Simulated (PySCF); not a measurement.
Correlation energy of Pt⁻ (platinum, charge -1)

[Xe] 4f14 5d9 6s2, 2D determinant. Computed with PySCF 2.14 in def2-QZVPPD with the def2 core potential (60 electrons) (7s5p4d4f2g, 88 functions), with a scalar-relativistic core potential. Frozen: nothing; 19 electrons correlated.

```csv
level,correlation energy (mhartree)
CCSD,-627.12
(T),-29.72
CCSD(T),-656.84
```

Diagnostics: T1 = 0.027, D1 = 0.1193, largest double amplitude 0.047.

Q: Is a single reference adequate?

A: Yes, within this model without spin-orbit coupling: T1 lies below 0.03 and no double amplitude reaches 0.07.

The basis has no tight functions for the innermost shells, so their pair energies are far from complete.

This basis was not built for core-valence correlation, so the inner-shell part is incomplete.
